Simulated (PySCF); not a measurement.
## Working out the excitation energy of Sb²⁺

Sb²⁺ [Kr] 4d10 5s2 5p1 (2P) → Sb²⁺ [Kr] 4d10 5s1 5p1 6s1 (4P). Computed with PySCF 2.14 in aug-cc-pVDZ-PP with ECP28MDF (5s4p3d, 32 functions), with scalar relativity through the core potential. Frozen: 4s2 4p6 4d10. Energies in hartree (1 hartree = 27.21139 eV):

```json
{"part": "UHF", "Sb²⁺ (lower)": "-238.369407", "Sb²⁺ (upper)": "-237.713768"}
{"part": "MP2 opposite-spin", "Sb²⁺ (lower)": "-0.026187", "Sb²⁺ (upper)": "0.000000"}
{"part": "MP2 same-spin", "Sb²⁺ (lower)": "-0.001854", "Sb²⁺ (upper)": "-0.006900"}
```

Problem. What does Hartree-Fock give?

Solution. (-237.713768) − (-238.369407) = 0.655639 hartree = 17.841 eV.

Problem. What do MP2 and SCS-MP2 (6/5 opposite-spin, 1/3 same-spin) give?

Solution. The opposite-spin parts differ by 0.713 eV and the same-spin parts by -0.137 eV. MP2: 17.841 + (0.713) + (-0.137) = 18.417 eV. SCS-MP2: 17.841 + 1.2 × (0.713) + (-0.137)/3 = 18.651 eV.

A double-zeta basis recovers only part of the correlation energy.
